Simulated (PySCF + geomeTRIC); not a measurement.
Species: C₃H₅N, SMILES `CC#CN` (charge 0, multiplicity 1).

### Question
Give a relaxed geometry from B3LYP-D3(BJ)/def2-TZVP run with PySCF + geomeTRIC.

### Answer
the end point of this relaxation (outside a Z-matrix the atoms follow the SMILES, hydrogens last).
Bonded distances (Å): C1–C2 1.457, C1–H5 1.093, C1–H6 1.093, C1–H7 1.093, C2–C3 1.202, C3–N4 1.355, N4–H8 1.010, N4–H9 1.010. Bond angles (°): C2–C1–H5 111.9, C2–C1–H6 111.6, C2–C1–H7 110.4, H5–C1–H6 107.9, H5–C1–H7 107.4, H6–C1–H7 107.3, C1–C2–C3 179.7, C2–C3–N4 177.0, C3–N4–H8 114.8, C3–N4–H9 114.8, H8–N4–H9 111.5.
